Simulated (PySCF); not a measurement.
**Orbital energies and ionisation energy**

Compound: GeH2MeEt, C₃H₁₀Ge.
Z-matrix (Å and degrees, PBE0-D3(BJ)/def2-SVP geometry), rows numbered from 1:
```
Ge
H   1  1.5469
H   1  1.5466  2  107.74
C   1  1.9549  2  109.85  3  -119.80
H   4  1.0996  1  110.86  2    56.67
H   4  1.1000  1  110.31  2   -63.44
H   4  1.1000  1  110.36  2   176.73
C   1  1.9630  2  108.97  3   118.38
C   8  1.5233  1  113.81  2   -62.74
H   8  1.1030  1  107.73  2   173.97
H   8  1.1029  1  107.24  2    60.04
H   9  1.1020  8  111.83  1   179.89
H   9  1.1017  8  111.60  1   -59.93
H   9  1.1019  8  111.61  1    59.78
```

Level: B3LYP/def2-SVPD (PySCF). Frontier orbitals with their largest atomic shares (Löwdin; up to four atoms above 4 %):

```json
{"orbital": "HOMO−3", "ε (eV)": "-9.57", "main atoms": "C9 28 %, C8 22 %, H13 11 %, H14 11 %"}
{"orbital": "HOMO−2", "ε (eV)": "-8.62", "main atoms": "Ge1 36 %, H3 23 %, H2 21 %, C8 7 %"}
{"orbital": "HOMO−1", "ε (eV)": "-8.48", "main atoms": "C4 34 %, Ge1 28 %, H2 10 %, H3 8 %"}
{"orbital": "HOMO", "ε (eV)": "-7.82", "main atoms": "?"}
{"orbital": "LUMO", "ε (eV)": "0.29", "main atoms": "Ge1 35 %, C4 14 %, C8 7 %, H7 6 %"}
{"orbital": "LUMO+1", "ε (eV)": "0.48", "main atoms": "C9 18 %, Ge1 12 %, C4 11 %, C8 8 %"}
{"orbital": "LUMO+2", "ε (eV)": "0.94", "main atoms": "Ge1 20 %, H3 14 %, H2 14 %, C8 12 %"}
```

Task: What vertical ionisation energy does ΔSCF give, and how far is −ε(HOMO) from it?

Result: ΔSCF: 10.00 eV (965 kJ/mol; threshold wavelength 124 nm); ⟨S²⟩ of the doublet left behind is 0.754, against 0.75 for a pure doublet. −ε(HOMO) is 7.82 eV, 2.18 eV below it. For the exact functional −ε(HOMO) would equal the first vertical ionisation energy; B3LYP (global hybrid, 20 % exact exchange) falls short of its own ΔSCF value by 22 %.

Task: On which atoms does the HOMO lie?

Result: C8 (carbon bonded to C, Ge and 2 H) 33 %, Ge1 (germanium bonded to 2 C and 2 H) 22 %, C9 (carbon bonded to C and 3 H) 12 %, C4 (carbon bonded to Ge and 3 H) 9 %, so no atom holds as much as 40 %. The HOMO−1 lies 0.66 eV lower.

Task: What kinetic energy would electrons from this vertical process carry with Lyman-α light (10.199 eV)?

Result: 10.20 − 10.00 = 0.20 eV.

Task: Shift the occupied levels rigidly so that −ε(HOMO) equals the ΔSCF value. What binding energies result?

Result: The shift is +2.18 eV: HOMO 10.00, HOMO−1 10.66, HOMO−2 10.80, HOMO−3 11.75 eV. A rigid shift is only a rough guide to the deeper ionisations.

Task: With α = 71.6 au, estimate the like-pair dispersion coefficient by London's formula C6 = (3/4)α²I.

Result: I = 0.3674 Eh, so C6 ≈ 1410 au, a rough estimate.

Task: How many of the 15 lowest singlet excitations (vertical TDDFT, same level) lie below the ionisation energy?

Result: All 15; they run from 7.20 to 9.07 eV.

One conformer (not necessarily the lowest) at the PBE0-D3(BJ)/def2-SVP geometry, without solvent, vibrations or thermal averaging. The calculation is non-relativistic, for germanium too.

The run behind these numbers computed excited states and ΔSCF ions as well. The run took 5.6 min of wall time (with the writing of density and orbital grids) on Intel Xeon at 2.50 GHz, one thread, shared host, and the process peaked at 0.86 GiB of memory.
